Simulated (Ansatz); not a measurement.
Input for Ansatz (a quantum-chemistry and plane-wave program): U-wB97X-V/def2-TZVPP on SnS, a point of a bond scan (R = 2.223 Å). Elements past Kr take the def2 small-core potentials; no spin–orbit coupling.

Ansatz 0.2 input:
```yaml
crystal:
  periodic: [false, false, false]
  atoms:
    - {symbol: Sn, position_ang: [-0.00000000, -0.00000000, -0.53883850]}
    - {symbol: S, position_ang: [0.00000000, 0.00000000, 1.68387032]}
basis:
  gaussian:
    orbitals: def2-TZVPP
hamiltonian:
  xc: {name: wB97X-V}
magnetization: {spin_polarized: true, initial_magnetization: 0}
```

Problem. Give the final energy of this run.

Solution. -612.4582 hartree.

Problem. How many basis functions does it have, and what does it roughly cost on one machine?

Solution. 92 functions; around 6 core-seconds (rough).
